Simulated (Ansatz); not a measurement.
Problem. Name a neutral molecule of B, C, N and H with HOMO–LUMO gap (B3LYP/def2-TZVPP) between 5.85 and 6.15 eV and HOMO energy (PBE0/def2-TZVPP) between -7.75 and -7.45 eV (Ansatz, PBE0-D4/def2-TZVP geometry).

Solution. `B1C=N1` (5.96 eV, -7.51 eV); `C#CBN=C` (5.94 eV, -7.50 eV). Other molecules can fit too; these were computed, each in one conformer that needn't be the lowest.

B3LYP here is the variant with VWN-RPA as its local correlation; programs differ in this.
